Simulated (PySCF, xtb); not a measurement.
B(CF3)(H)(OH) (CH2BF3O), SMILES B(O)C(F)(F)F. One conformer was computed; it need not be the lowest.

Harmonic wavenumbers (cm⁻¹) from GFN2-xTB in xtb 6.7.1 at its own minimum, in rising order: 54, 176, 231, 363, 451, 466, 577, 694, 718, 858, 938, 1017, 1031, 1058, 1154, 1408, 2700, 3512.

Q: What does PBE-D3(BJ)/def2-SVP (PySCF) give at its own minimum? (Estimate from the structure and the level; the computed values follow.)

A: 67, 204, 263, 376, 494, 504, 609, 747, 762, 862, 971, 1093, 1113, 1146, 1259, 1438, 2609, 3638. Paired by order, the mean absolute difference is 52 cm⁻¹ and the zero-point energies are 24.9 and 26.0 kcal/mol.
